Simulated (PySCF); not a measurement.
# Identify the compound

The spectra below were simulated for a compound C$_{4}$H$_{3}$F$_{7}$O.

1H NMR (600 MHz, computed): δ 4.06 (s, 3H).

13C{1H} NMR (computed): δ 127.1 (C), 125.6 (C), 115.0 (C), 53.6 (CH3).

- geometry from GFN2-xTB
- shielding tensors at PBE0/pcSseg-1 (GIAO)
- program: PySCF 2.14
- one computed conformer, isolated molecule, equivalent nuclei averaged, relativity neglected

References, each an isolated molecule treated in the same way: 1H (σ = 31.72 ppm) and 13C (σ = 186.93 ppm) vs TMS.

Propose a structure and justify it.

Results:


1. The formula gives 0 degrees of unsaturation.
2. 4 carbon signals for 4 carbons: no two carbons are equivalent.
3. Carbon types of the structure: 3 × C, 1 × CH3, which accounts for all hydrogens.
4. δC 127.1: CF3 carbon; 3 electronegative neighbours deshield it.
5. δC 125.6: fully substituted sp3 carbon bonded to 2 F and O; 3 electronegative neighbours deshield it.
6. δC 115.0: fully substituted sp3 carbon bonded to 2 F; 2 electronegative neighbours deshield it.
7. δC 53.6: methyl carbon bonded to O; deshielded by the electronegative neighbour.
8. δH 4.06: hydrogen on a methyl carbon bonded to O; its carbon carries O, an electronegative neighbour.

These data were computed for SMILES COC(F)(F)C(F)(F)C(F)(F)F.

The shifts were computed for this structure.

Splittings by 19F in the carbon and heteronuclear signals aren't shown, as no couplings were computed. Shifts are as computed. Against solution values, carbons near 30 ppm lie about +3 ppm off and those near 130 ppm about +5 ppm. Of 1211 compounds with measured shifts, 218 miss one by over three times the rms of a fit or turn the order of signals round; such compounds aren't used in these exercises.
